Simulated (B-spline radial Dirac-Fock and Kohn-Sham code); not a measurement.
# What relativity does to the binding energies of Cu¹¹⁺

System: the Cu¹¹⁺ ion in the configuration [Ne] 3s2 3p6.

Both columns are ΔSCF binding energies of the configuration average from a radial atomic solver: non-relativistic Hartree-Fock with a point nucleus, and Dirac-Fock with a finite nucleus and the Coulomb interaction alone, averaged over the two j levels with weights 2j+1.

```csv
shell,Hartree-Fock (eV),Dirac-Fock (eV),shift (eV),shift (%)
1s,9242.1,9345.4,+103.27,+1.12
2s,1434.1,1456.5,+22.39,+1.56
2p,1290.6,1295.0,+4.38,+0.34
3s,417.0,421.7,+4.66,+1.12
3p,366.0,367.1,+1.10,+0.30
```

Relativity binds 1s, 2s, 2p, 3s, 3p more strongly, among those listed most of all 2s in relative terms.

Values without a named source are computed, but for edge energies of neutral atoms, which are taken from tables.
